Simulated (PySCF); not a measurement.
CH₃ClGe, SMILES [CH3][Ge][Cl] (connectivity only; charge and spin as stated), neutral, multiplicity 1.

The structure is a stationary point at PBE-D3(BJ)/def2-TZVP.

Vertical ionisation energy (IE) and electron affinity (EA) in eV. Rows of orbital energies are one-electron estimates. Where ΔSCF, EOM or ADC give a negative EA the extra electron is unbound and the value depends on the basis.

```csv
level,IE,EA
"−ε(HOMO), −ε(LUMO), HF/def2-TZVPD (PySCF)",9.28,-0.31
ADC(2)/aug-cc-pVDZ (PySCF),8.69,0.93
```

**Question.** Beyond the first one, list the lowest photoelectron lines from ADC(2)/aug-cc-pVDZ (PySCF) with their pole strengths (two spins summed). (Estimate from the structure and the level; the computed values follow.)

**Answer.** 10.78 eV (1.77), 10.95 eV (1.77), 11.64 eV (1.77), 13.82 eV (1.77), 13.99 eV (1.77).
